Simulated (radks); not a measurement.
Question: All-electron atom: Er27+ in [Kr] 4d5. Method: scalar-relativistic Kohn-Sham, PBE, spin-polarised, spherical densities, finite nucleus; open shells are filled with parallel spins first (spin-orbit coupling, left out, can overturn this in heavy ions); Fermi nuclear charge, rms radius 5.2516 fm; computed with a radial shooting solver on a logarithmic mesh with Libxc functionals. Some entries of the table are withheld. Estimate them.

orbital,occ.,eigenvalue (Ry),<r^2> (bohr^2),r(max) (bohr)
1s up,1,-4284.123,0.0005680,0.01286
1s down,1,-4284.119,0.0005680,0.01286
2s up,1,-776.8488,0.008835,0.07325
2s down,1,-776.5240,0.008833,0.07323
2p up,3,-695.0470,0.007187,0.05957
2p down,3,-694.7879,0.007184,0.05956
3s up,1,-226.0894,0.05739,0.2067
3s down,1,-225.9325,0.05731,0.2067
3p up,3,-201.1970,0.05759,0.2033
3p down,3,-201.0209,0.05748,0.2033
3d up,5,-170.3559,0.04775,0.1657
3d down,5,-170.0860,0.04770,0.1658
4s up,1,-92.50052,0.2500,0.4562
4s down,1,-91.64568,0.2505,0.4559
4p up,3,-83.56371,(1),0.4704
4p down,3,-82.72023,(2),0.4702
4d up,5,(3),0.2800,0.4704
4d down,0,(4),0.2814,0.4703
5s up,0,-49.33502,0.7977,0.8562
5s down,0,-48.96277,0.8037,0.8591
5p up,0,-45.52554,0.8700,0.8952
5p down,0,-45.17504,0.8767,0.8981

Answer: 
(1) 4p up <r^2> (bohr^2): 0.2688
(2) 4p down <r^2> (bohr^2): 0.2697
(3) 4d up eigenvalue (Ry): -71.88542
(4) 4d down eigenvalue (Ry): -71.05149
